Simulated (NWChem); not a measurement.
## C$_{3}$H$_{8}$Si

```xyz
12

C      1.5449    -1.2482     0.0000
C      1.3984     0.2367     0.0000
C      0.2470     0.9265     0.0000
Si    -1.4774     0.1899     0.0000
H      2.1139    -1.5853     0.8828
H      2.1139    -1.5853    -0.8828
H      0.5767    -1.7714     0.0000
H      2.3438     0.7977     0.0000
H      0.3207     2.0212     0.0000
H     -1.7248    -0.6625     1.2061
H     -2.4781     1.2994     0.0000
H     -1.7248    -0.6625    -1.2061
```
Charge 0, spin multiplicity 1.

The numbers come from NWChem runs, not from measurements. The geometry was optimised at PBE0/def2-SVP, a minimum by its harmonic frequencies.

Symmetry labels belong to the abelian group Cs used in the runs, with the axes of the coordinates shown.

B3LYP has NWChem's definition, with VWN1-RPA local correlation. The Pople sets run with spherical d functions. The structure started from a generated list of species.

Task: List the lowest 4 singlet excitations that TD-B3LYP/6-31+G* (spherical d), VWN1-RPA local correlation gives, with oscillator strengths.

Result: 
```tsv
state	symmetry	energy (eV)	wavelength (nm)	f
1	a"	6.26	198	0.004
2	a'	6.57	189	0.359
3	a"	6.74	184	0.010
4	a"	6.83	182	0.017
```
